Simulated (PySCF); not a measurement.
Stepwise substitution at one centre (Ga OH-SH). Gas-phase values, no solvent. One relaxed conformer stands for each flexible species; it need not be the lowest. Strings in code marks are SMILES.

Calculation: PBE-D3(BJ)/def2-TZVP // B3LYP-D3(BJ)/def2-TZVP (PySCF 2.14.0). All candidates: neutral, multiplicity 1. Excitations are Tamm–Dancoff values on a coarser integration grid. The basis has no diffuse functions, so Rydberg states are missing or too high.

* **HOMO**: -6.44 eV
* **S1 excitation (TDA)**: 4.55 eV
* **HOMO–LUMO gap**: 4.46 eV

Identify which member has these values.
A. `[OH][Ga]([OH])[OH]`
B. `[SH][Ga]([SH])[SH]`
C. `[OH][Ga]([OH])[SH]`

B, `[SH][Ga]([SH])[SH]`. The others give `[OH][Ga]([OH])[SH]`: -6.58 eV, 4.87 eV, 4.74 eV; `[OH][Ga]([OH])[OH]`: -7.17 eV, 5.31 eV, 5.20 eV
